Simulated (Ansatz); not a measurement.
The cluster Pd3S2, relaxed as a singlet with RKS PBE-D4/def2-SVP in Ansatz, starting from the GFN2-xTB geometry. Force threshold 0.02 eV/Å.

In the def2 sets Pd takes a core potential; there is no spin–orbit coupling. The structure comes from a short search, and lower isomers may exist.

Start:

```xyz
5

Pd    1.920   -1.767   -0.165
Pd    0.583    0.441   -0.021
Pd   -2.220    0.562    0.634
S     0.244   -1.156   -1.573
S    -0.528    1.920    1.125
```

Task: Estimate the energy that the relaxation releases and the steps that it takes.

Result: 26.6 kcal/mol, in 20 steps; 39 s on 4 threads of Arm Neoverse V2 on a shared host. No frequencies were taken in this run, so the end may be a saddle point.

Task: Does the start keep its bonding?

Result: Bonds formed: Pd3–S4 (atoms count from 1). Metal–metal contacts that move far: Pd1–Pd3 4.82 to 2.83 Å. The end is the same structure that another start reached, the lowest one found.

Task: Predict the relaxed structure.

Result: 
```xyz
5

Pd    1.019   -1.653    0.219
Pd    0.959    1.084   -0.380
Pd   -1.446   -0.260    0.335
S    -0.067   -0.679   -1.466
S    -0.464    1.508    1.292
```
Bond lengths (bridged metal pairs left out): 5 × Pd–S 2.23 to 2.31 Å.
